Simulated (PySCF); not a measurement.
The same groups moved round the core (benzothiophene methyl+silyl). Isolated molecules, 0 K electronic values unless said otherwise. Strings in code marks are SMILES.

Method: M06-2X/def2-TZVP // B3LYP-D3(BJ)/def2-SVP (PySCF). Excitations are Tamm–Dancoff values on a coarser integration grid. The basis has no diffuse functions, so Rydberg states are missing or too high.

```json
[
 {"species": "`c1csc2c1c(C)c([SiH3])cc2`", "HOMO–LUMO gap (eV)": "(withheld)", "brightest of the four lowest singlets (TDA) (eV)": "5.96", "T1 excitation (TDA) (eV)": "3.66", "S1 oscillator strength": "0.029"},
 {"species": "`Cc1c([SiH3])sc2ccccc12`", "HOMO–LUMO gap (eV)": "6.85", "brightest of the four lowest singlets (TDA) (eV)": "(withheld)", "T1 excitation (TDA) (eV)": "3.48", "S1 oscillator strength": "0.073"},
 {"species": "`c1(cc(c2sccc2c1)C)[SiH3]`", "HOMO–LUMO gap (eV)": "7.18", "brightest of the four lowest singlets (TDA) (eV)": "6.01", "T1 excitation (TDA) (eV)": "(withheld)", "S1 oscillator strength": "0.039"},
 {"species": "`Cc1cc([SiH3])cc2sccc12`", "HOMO–LUMO gap (eV)": "6.92", "brightest of the four lowest singlets (TDA) (eV)": "(withheld)", "T1 excitation (TDA) (eV)": "3.56", "S1 oscillator strength": "0.097"},
 {"species": "`c1c2ccc(cc2sc1C)[SiH3]`", "HOMO–LUMO gap (eV)": "7.05", "brightest of the four lowest singlets (TDA) (eV)": "(withheld)", "T1 excitation (TDA) (eV)": "(withheld)", "S1 oscillator strength": "0.065"},
 {"species": "`Cc1cc2cccc([SiH3])c2s1`", "HOMO–LUMO gap (eV)": "7.14", "brightest of the four lowest singlets (TDA) (eV)": "5.80", "T1 excitation (TDA) (eV)": "3.70", "S1 oscillator strength": "0.012"}
]
```

What belongs in the gaps?


- `c1csc2c1c(C)c([SiH3])cc2`, HOMO–LUMO gap (eV): 7.11
- `Cc1c([SiH3])sc2ccccc12`, brightest of the four lowest singlets (TDA) (eV): 5.84
- `c1(cc(c2sccc2c1)C)[SiH3]`, T1 excitation (TDA) (eV): 3.73
- `Cc1cc([SiH3])cc2sccc12`, brightest of the four lowest singlets (TDA) (eV): 5.94
- `c1c2ccc(cc2sc1C)[SiH3]`, brightest of the four lowest singlets (TDA) (eV): 5.82
- `c1c2ccc(cc2sc1C)[SiH3]`, T1 excitation (TDA) (eV): 3.65
